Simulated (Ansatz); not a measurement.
A series at Zr: from zirconium tetrachloride, ligands are replaced one by one, each step taking up H–F and setting free HCl; n counts the steps. Ansatz, PBE0-D4/def2-TZVP geometries.

```csv
n,molecule,"zero-point energy, PBE0-D4/def2-TZVP (kJ/mol)"
0,`[Cl][Zr]([Cl])([Cl])[Cl]`,13.1
1,`[F][Zr]([Cl])([Cl])[Cl]`,15.2
2,`[F][Zr]([F])([Cl])[Cl]`,17.4
3,`[F][Zr]([F])([F])[Cl]`,19.4
4,`[F][Zr]([F])([F])[F]`,?
```

By hand: fit a straight line y = ȳ + b (n − n̄) to the 4 given rows and predict n = 4.

n̄ = 1.500, ȳ = 16.27; Σ(n − n̄)(y − ȳ) = 10.55, Σ(n − n̄)² = 5.000, so b = 2.11 kJ/mol a step. Prediction: 16.27 + (2.11) × (2.500) = 21.5 kJ/mol.

By hand: compare with the computed value, 21.5 kJ/mol, and give the steps along the whole series.

The line misses by 0.0 kJ/mol (computed minus predicted). Steps: 2.1, 2.2, 2.0, 2.1 kJ/mol.

The steps differ by at most 0.2 kJ/mol, 10 % of a mean step, so the ligands' effects nearly add and a line is close. The miss is 0.0 % of the series' range.
